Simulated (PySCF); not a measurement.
CH4O4, SMILES OC(O)(O)O.

Geometry optimised at B3LYP-D3(BJ)/def2-SVP. One conformer was computed; it need not be the lowest.

These are TDA-PBE/def2-SVPD in PySCF 2.14.0 values and carry that method's errors.

Vertical excitations; the highest root listed may be one member of a degenerate set. Isolated molecule, no solvent. State labels are in the subgroup C2.

Computed excitation energies, oscillator strengths and character:
```json
[
 {"state": "S1", "symmetry": "B", "energy (eV)": "6.64", "λ (nm)": "187", "f": "0.006", "main pairs": "HOMO→LUMO (degenerate set)"},
 {"state": "S2", "symmetry": "B", "energy (eV)": "6.64", "λ (nm)": "187", "f": "0.006", "main pairs": "HOMO−1→LUMO (degenerate set)"},
 {"state": "S3", "symmetry": "A", "energy (eV)": "7.65", "λ (nm)": "162", "f": "0.039", "main pairs": "HOMO−2→LUMO 67 %, HOMO→LUMO+2 13 %, HOMO−1→LUMO+1 13 %"},
 {"state": "S4", "symmetry": "A", "energy (eV)": "7.65", "λ (nm)": "162", "f": "0.000", "main pairs": "HOMO→LUMO+1 50 %, HOMO−1→LUMO+2 50 %"},
 {"state": "S5", "symmetry": "A", "energy (eV)": "7.66", "λ (nm)": "162", "f": "0.000", "main pairs": "HOMO−1→LUMO+2 42 %, HOMO→LUMO+1 42 %, HOMO→LUMO+2 8 %, HOMO−1→LUMO+1 8 %"},
 {"state": "S6", "symmetry": "A", "energy (eV)": "7.70", "λ (nm)": "161", "f": "0.000", "main pairs": "HOMO−1→LUMO+1 47 %, HOMO→LUMO+2 47 %"},
 {"state": "S7", "symmetry": "A", "energy (eV)": "7.80", "λ (nm)": "159", "f": "0.069", "main pairs": "HOMO−2→LUMO 32 %, HOMO−1→LUMO+1 29 %, HOMO→LUMO+2 29 %"},
 {"state": "S8", "symmetry": "B", "energy (eV)": "7.90", "λ (nm)": "157", "f": "0.007", "main pairs": "HOMO→LUMO+3 (degenerate set)"},
 {"state": "S9", "symmetry": "B", "energy (eV)": "7.90", "λ (nm)": "157", "f": "0.007", "main pairs": "HOMO−1→LUMO+3 (degenerate set)"},
 {"state": "S10", "symmetry": "A", "energy (eV)": "7.92", "λ (nm)": "157", "f": "0.000", "main pairs": "HOMO−3→LUMO 94 %"},
 {"state": "T1", "symmetry": "B", "energy (eV)": "6.51", "λ (nm)": "190", "f": "0", "main pairs": "HOMO→LUMO (degenerate set)"},
 {"state": "T2", "symmetry": "B", "energy (eV)": "6.51", "λ (nm)": "190", "f": "0", "main pairs": "HOMO−1→LUMO (degenerate set)"},
 {"state": "T3", "symmetry": "A", "energy (eV)": "7.45", "λ (nm)": "166", "f": "0", "main pairs": "HOMO−2→LUMO 55 %, HOMO→LUMO+2 22 %, HOMO−1→LUMO+1 22 %"},
 {"state": "T4", "symmetry": "A", "energy (eV)": "7.50", "λ (nm)": "165", "f": "0", "main pairs": "HOMO−1→LUMO+1 47 %, HOMO→LUMO+2 47 %"}
]
```
Triplets are in the Tamm–Dancoff approximation.
